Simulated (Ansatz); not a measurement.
A nudged elastic band was laid between two geometries of C4H13NSi (19 atoms, charge 0, multiplicity 1).

All numbers below come from Ansatz, RKS BLYP/STO-3G.

* movable images: 1
* climbing image: no
* spring: 5.0 eV/Å²
* optimiser: quadratic models (default)
* start path: through a guess of the saddle point
* force threshold: 0.05 eV/Å
* iteration limit: 60
* end points: relaxed

Image 0:

```xyz
19
Properties=species:S:1:pos:R:3
C -1.807 -2.169 -0.206
Si -0.080 -1.555 0.261
C 0.178 0.276 -0.233
C -0.822 1.233 0.520
C 1.692 0.712 0.005
N 2.109 2.110 -0.501
H -1.928 -3.238 0.049
H -2.597 -1.609 0.326
H -1.994 -2.062 -1.290
H 0.920 -2.370 -0.416
H 0.114 -1.695 1.698
H -0.023 0.371 -1.325
H -0.671 1.184 1.618
H -1.874 0.956 0.304
H -0.685 2.289 0.205
H 1.924 0.683 1.095
H 2.364 -0.017 -0.505
H 1.397 2.770 -0.032
H 1.743 2.124 -1.516
```

Image 2:

```xyz
19
Properties=species:S:1:pos:R:3
C -1.826 -2.144 -0.302
Si -0.113 -1.554 0.242
C 0.181 0.280 -0.217
C -0.811 1.239 0.545
C 1.700 0.687 0.044
N 2.145 2.086 -0.434
H -1.972 -3.210 -0.050
H -2.632 -1.572 0.194
H -1.963 -2.037 -1.394
H 0.905 -2.370 -0.407
H 0.023 -1.715 1.683
H -0.006 0.399 -1.309
H -0.659 2.298 0.246
H -0.665 1.172 1.643
H -1.865 0.978 0.321
H 1.919 0.636 1.136
H 2.366 -0.045 -0.470
H 1.439 2.749 0.038
H 1.792 2.121 -1.453
```

(1) Which bonds break or form, and what moves?

(2) What energy profile does the band end with?

(3) What is the geometry of the highest image?

The band took 6 iterations and of the order of 40 core-seconds.

Answers

(1) No bond is made or broken. The dihedral Si2–C3–C4–H14 goes from -59 to 62°. The two ends are copies of one structure, up to a mirror image or an exchange of like atoms.

(2) The run converged. The highest image is number 1 of 0 to 2, 11.1 kJ/mol above the ends, which have the same energy within 2 meV. No image climbed, so the highest image needn't sit at the top of the path. So few images can step over the top or miss a turn of the path. Limits of this set-up: minimal basis.

| image | path coordinate (Å) | energy (kJ/mol) | dihedral Si2–C3–C4–H14 (°) |
| --- | --- | --- | --- |
| 0 | 0.00 | 0.0 | -59 |
| 1 | 1.78 | 11.1 | 2 |
| 2 | 3.56 | 0.0 | 62 |

(3) 
```xyz
19
Properties=species:S:1:pos:R:3
C -1.824 -2.143 -0.289
Si -0.099 -1.563 0.228
C 0.184 0.277 -0.214
C -0.826 1.246 0.542
C 1.701 0.686 0.052
N 2.140 2.086 -0.431
H -1.973 -3.208 -0.032
H -2.618 -1.564 0.217
H -1.976 -2.039 -1.379
H 0.905 -2.373 -0.450
H 0.064 -1.739 1.665
H 0.014 0.392 -1.308
H -0.280 1.996 1.151
H -1.501 0.698 1.230
H -1.463 1.799 -0.177
H 1.916 0.642 1.145
H 2.372 -0.045 -0.456
H 1.414 2.744 0.019
H 1.806 2.105 -1.457
```

Time of the run: 39 s on 1 thread of Arm Neoverse V1 (shared host), peak memory 0.11 GiB.
